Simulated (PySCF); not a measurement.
A calculated (PW91, PySCF 2.14, cc-pVTZ-X2C, the spin-free X2C one-electron Hamiltonian (Gaussian nucleus)) atom or ion has these occupied shells.

```json
{"shell": "1s α", "electrons": "1", "orbital energy (eV)": "-61068.1", "rms radius, mean of both spins (bohr)": "0.0223"}
{"shell": "1s β", "electrons": "1", "orbital energy (eV)": "-61068.1", "rms radius, mean of both spins (bohr)": "0.0223"}
{"shell": "2s α", "electrons": "1", "orbital energy (eV)": "-10355.9", "rms radius, mean of both spins (bohr)": "0.0901"}
{"shell": "2s β", "electrons": "1", "orbital energy (eV)": "-10355.9", "rms radius, mean of both spins (bohr)": "0.0901"}
{"shell": "2p α", "electrons": "3", "orbital energy (eV)": "-9154.5", "rms radius, mean of both spins (bohr)": "0.0815"}
{"shell": "2p β", "electrons": "3", "orbital energy (eV)": "-9154.5", "rms radius, mean of both spins (bohr)": "0.0815"}
{"shell": "3s α", "electrons": "1", "orbital energy (eV)": "-2343.8", "rms radius, mean of both spins (bohr)": "0.232"}
{"shell": "3s β", "electrons": "1", "orbital energy (eV)": "-2343.3", "rms radius, mean of both spins (bohr)": "0.232"}
{"shell": "3p α", "electrons": "3", "orbital energy (eV)": "-1979.7", "rms radius, mean of both spins (bohr)": "0.232"}
{"shell": "3p β", "electrons": "3", "orbital energy (eV)": "-1979.2", "rms radius, mean of both spins (bohr)": "0.232"}
{"shell": "3d α", "electrons": "5", "orbital energy (eV)": "-1524.1", "rms radius, mean of both spins (bohr)": "0.212"}
{"shell": "3d β", "electrons": "5", "orbital energy (eV)": "-1523.7", "rms radius, mean of both spins (bohr)": "0.212"}
{"shell": "4s α", "electrons": "1", "orbital energy (eV)": "-469.93", "rms radius, mean of both spins (bohr)": "0.518"}
{"shell": "4s β", "electrons": "1", "orbital energy (eV)": "-468.93", "rms radius, mean of both spins (bohr)": "0.518"}
{"shell": "4p α", "electrons": "3", "orbital energy (eV)": "-349.68", "rms radius, mean of both spins (bohr)": "0.552"}
{"shell": "4p β", "electrons": "3", "orbital energy (eV)": "-348.70", "rms radius, mean of both spins (bohr)": "0.552"}
{"shell": "4d α", "electrons": "5", "orbital energy (eV)": "-188.43", "rms radius, mean of both spins (bohr)": "0.602"}
{"shell": "4d β", "electrons": "5", "orbital energy (eV)": "-187.47", "rms radius, mean of both spins (bohr)": "0.602"}
{"shell": "5s α", "electrons": "1", "orbital energy (eV)": "-62.455", "rms radius, mean of both spins (bohr)": "1.26"}
{"shell": "5s β", "electrons": "1", "orbital energy (eV)": "-61.996", "rms radius, mean of both spins (bohr)": "1.26"}
{"shell": "5p α", "electrons": "3", "orbital energy (eV)": "-34.187", "rms radius, mean of both spins (bohr)": "1.50"}
{"shell": "5p β", "electrons": "3", "orbital energy (eV)": "-33.860", "rms radius, mean of both spins (bohr)": "1.50"}
{"shell": "4f α", "electrons": "7", "orbital energy (eV)": "-13.059", "rms radius, mean of both spins (bohr)": "0.848"}
{"shell": "4f β", "electrons": "6", "orbital energy (eV)": "-12.217", "rms radius, mean of both spins (bohr)": "0.848"}
{"shell": "6s α", "electrons": "1", "orbital energy (eV)": "-5.981", "rms radius, mean of both spins (bohr)": "3.71"}
{"shell": "6s β", "electrons": "1", "orbital energy (eV)": "-5.660", "rms radius, mean of both spins (bohr)": "3.71"}
{"shell": "6p α", "electrons": "1", "orbital energy (eV)": "-2.562", "rms radius, mean of both spins (bohr)": "5.07"}
```

Q: Name the element and its charge.

A: Yb (ytterbium, neutral), in [Xe] 4f13 6s2 6p1, one real determinant (an excited configuration).
